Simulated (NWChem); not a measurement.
System: HTeSBr; SMILES S[Te]Br

Results from NWChem. All runs use the structure optimised with PBE0/def2-SVP. Not confirmed as a minimum by frequencies. def2 effective core potentials on Te; no spin-orbit coupling. One conformer.

Diagonal of the polarisability tensor at PBE0/def2-SVPD, static: 84.73, 113.16, 66.04 bohr³.

Find the mean polarisability volume, the molar refraction, and the refractive index that an ideal gas of it would have at 273.15 K and 1 atm.


1. Mean: one third of the trace = 87.97 bohr³ × 0.14818 Å³/bohr³ = 13.04 Å³.
2. Molar refraction (Lorentz-Lorenz): (4π/3) N_A α = 32.9 cm³/mol.
3. Number density p/kT = 2.687 × 10⁻⁵ Å⁻³; n − 1 = 2π N α = 22.01 × 10⁻⁴.
4. These hold the electronic response alone: vibrational and orientational terms add to the static dielectric constant.
